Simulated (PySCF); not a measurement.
**How the method changes the constants of NaZn**

State: ²Σ⁺ (doublet), unpaired electrons σ ↑. Set-up: PySCF, no relativity, basis sets Na def2-SVPD, Zn def2-SVPD. De refers to Na + Zn in their ground configurations, without counterpoise correction. The functionals are run spin-unrestricted. A positive dipole means Na(−)Zn(+). Levels whose curve was spin-contaminated or gave no clean fit are not listed.

```tsv
Level	Re (Å)	ωe (cm⁻¹)	De (eV)	μ (D)
UHF-MP2	3.344	69.2	0.078	n/a
UHF-SCS-MP2	3.466	52.7	0.048	n/a
PBE	3.053	120	0.286	-0.51
TPSS	3.045	124	0.305	-0.55
r²SCAN	3.045	124	0.327	-1.06
B3LYP	3.128	105	0.178	-0.43
PBE0	3.136	106	0.214	-0.54
B2PLYP	3.183	96.5	0.139	-0.11
```

The bond length runs from 3.045 Å (r²SCAN) to 3.466 Å (UHF-SCS-MP2). De spans 0.05 eV (UHF-SCS-MP2, perturbation theory) to 0.33 eV (r²SCAN, meta-GGA).

Correlated steps freeze 6 core orbitals. The bond is weak. Basis-set superposition, not corrected here, can be much of De in a small basis, most of all at correlated wavefunction levels. Functionals without a dispersion term scatter widely for such bonds, and LDA overbinds them. B2PLYP dipoles, levels and charges come from its SCF part alone. The state is the lowest determinant that a PBE0 search found; another state may lie lower at other levels.

The whole job (state search and all levels along the bond) took about 1.9 min on 1 thread of Arm Neoverse V2 (shared host), peak memory 0.63 GiB.
